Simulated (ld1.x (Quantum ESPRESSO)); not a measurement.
## Configuration tests for C (TM)

```
Element                 : C (Z = 6)
Generator               : ld1.x (Quantum ESPRESSO) 7.5
Type                    : norm-conserving Troullier–Martins (Kleinman–Bylander form)
Functional              : PBE
Relativity              : non-relativistic
Frozen core             : [He]
Valence charge          : 4
Reference configuration : 2s2 2p1 (charge +1)
Partial waves           : 2p (bound): rc 2.00 bohr; 3d channel at -0.2 Ry: rc 1.90 bohr; 2s (bound): rc 1.00 bohr
Local potential         : the s channel
Core correction         : none
```

Energies are relative to the spin-unpolarised reference configuration 2s2 2p1; without spin polarisation the order of configurations can differ from experiment.

```json
{"valence configuration": "2s2 2p2", "charge": "0", "ΔE all-electron (eV)": "-10.865", "error AE − PS (meV)": "+25"}
{"valence configuration": "2s2 2p0", "charge": "+2", "ΔE all-electron (eV)": "24.160", "error AE − PS (meV)": "+135"}
{"valence configuration": "2s1 2p0", "charge": "+3", "ΔE all-electron (eV)": "72.332", "error AE − PS (meV)": "+383"}
{"valence configuration": "2s1 2p3", "charge": "0", "ΔE all-electron (eV)": "-2.402", "error AE − PS (meV)": "+69"}
{"valence configuration": "2s2 2p1.5", "charge": "+0.5", "ΔE all-electron (eV)": "-6.900", "error AE − PS (meV)": "+10"}
{"valence configuration": "2s2 2p2.3", "charge": "-0.3", "ΔE all-electron (eV)": "-12.025", "error AE − PS (meV)": "+30"}
{"valence configuration": "2s1 2p2", "charge": "+1", "ΔE all-electron (eV)": "8.737", "error AE − PS (meV)": "+9.5"}
```

Levels in the configuration 2s2 2p0:

```tsv
level	all-electron (eV)	pseudo (eV)
2s	-40.361	-40.191
```
